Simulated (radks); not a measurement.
Numerical settings for the beryllium ion Be+, [He] 2s1. Calculated with a radial shooting solver on a logarithmic mesh with Libxc functionals: Dirac Kohn-Sham, PBE, spin-unpolarised, spherical densities, point nucleus. The defaults (mesh step 0.008 in ln r, mesh end at 40 bohr or more with all orbitals vanishing there, Anderson mixing 0.5 over 9 steps, residual threshold near 1e-9 with the energy settled to 1e-9 hartree or 1e-11 of itself, here a cap of 87 iterations) give E = -14.2819 hartree and 2s1/2 at -13.700 eV in 13 iterations. Run on one thread of a shared host, so times are rough (Arm Neoverse N1): 0.05 s of CPU time, 0.05 s wall, 13 iterations on 2476 mesh points. Changes against that run (0 stands for a change within the tolerance of the run):

\begin{tabular}{lrrrrr}
setting & iterations & converged & E (mhartree) & e(2s1/2) (meV) & CPU (s) \\ \hline
mesh step in ln r 0.08 & 13 & yes & +0.0101 & +0.219 & 0.01 \\
mesh step in ln r 0.012 & 13 & yes & 0 & 0 & 0.04 \\
mesh step in ln r 0.005 & 13 & yes & 0 & 0 & 0.07 \\
mesh end (bohr) 8 & 13 & yes & +0.116 & +9.34 & 0.04 \\
mesh end (bohr) 20 & 13 & yes & 0 & 0 & 0.05 \\
residual threshold 1e-16 & 87 & no & 0 & 0 & 0.25 \\
residual threshold 0.1 & 8 & yes & 0 & -0.114 & 0.03 \\
mixing 1.5 & 13 & yes & 0 & 0 & 0.05 \\
linear mixing, mixing 0.5 & 32 & yes & 0 & 0 & 0.09 \\
linear mixing, mixing 0.2 & 87 & no & 0 & 0 & 0.22 \\
mixing history 2 & 19 & yes & 0 & 0 & 0.06 \\
iteration cap 2 & 2 & no & +18 & -6.33e+03 & 0.01 \\
\end{tabular}

No run marked as converged misses the energy by more than 1 mhartree. A mesh that ends early acts as a hard wall.
